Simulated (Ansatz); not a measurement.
Question: Name a neutral molecule of Cl, F, N, O, Zr and H with HOMO energy (PBE/def2-TZVPP) between -6.60 and -6.30 eV and HOMO energy (ωB97M-V/def2-TZVPP) between -10.25 and -9.95 eV (Ansatz, PBE0-D4/def2-TZVP geometry).

Answer: `[NH2][Zr]([OH])([F])[Cl]` (-6.47 eV, -10.20 eV). Other molecules can fit too; these were computed, each in one conformer that needn't be the lowest.
